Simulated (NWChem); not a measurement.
A series in which one site is exchanged, each optimised at PBE0/def2-SVP with NWChem, gas phase unless a solvent is named. All stand in one matching conformer (torsions within 35°), which need not be the lowest. Some are not confirmed as minima by frequencies. def2 effective core potentials on Hf; no spin-orbit coupling.

A: F[Si](N)(F)F (SiNH2F3; site = Si)
B: [NH2][Ti]([F])([F])[F] (TiNH$_{2}$F$_{3}$; site = Ti)
C: [NH2][Hf]([F])([F])[F] (HfNH2F3; site = Hf)
D: [NH2][Ge]([F])([F])[F] (GeNH₂F₃; site = Ge)

```
quantity                                                     A     B     C    D
--------------------------------------------------------  ----  ----  ----  ---
dipole (D), PBE0/def2-SVP                                 3.11  2.88  2.61  ___
orbital gap (eV), PBE0/def2-SVP                           9.42  6.10  7.56  ___
static polarisability, CAM-B3LYP/def2-SVPD (bohr³)        31.2  42.5  44.5  ___
lowest singlet excitation, CAM-B3LYP/def2-SVPD, TDA (eV)  7.33  4.25  5.96  ___
```

Q: Some entries are withheld; supply them.

A: 
- dipole (D), PBE0/def2-SVP, D: 3.53
- orbital gap (eV), PBE0/def2-SVP, D: 8.36
- static polarisability, CAM-B3LYP/def2-SVPD (bohr³), D: 35.3
- lowest singlet excitation, CAM-B3LYP/def2-SVPD, TDA (eV), D: 6.79
